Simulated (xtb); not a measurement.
xtb input:

```bash
xtb mol.xyz --gfn 2 --ohess tight --chrg 1 --uhf 0
```
mol.xyz:
```
16

C     -0.13212200     1.51325590     0.18813730
C     -0.43834104    -0.03907360     0.26847906
C     -1.80549975    -0.36794038    -0.38483953
O      0.55304314    -0.76331855    -0.43302887
C      1.81628867    -0.91204146     0.30220816
H      0.79744629     1.74776908     0.68936818
H     -0.99102519     2.09029548     0.61244861
H     -0.02593247     1.74974220    -0.83903201
H     -0.51791116    -0.31958097     1.27716610
H     -1.74526165    -0.05619536    -1.50583383
H     -1.93260665    -1.43411654    -0.35215852
H     -2.56508062     0.21981971     0.07249931
H      2.27119327     0.04083709     0.46173431
H      2.44033927    -1.59179943    -0.23977656
H      1.56842060    -1.34872913     1.32538991
H      0.72007592    -0.53887795    -1.40065869
```

Task: What final total energy does it print?

Result: -17.77820 Eh (GFN2-xTB).

It need not be the lowest isomer of its formula.
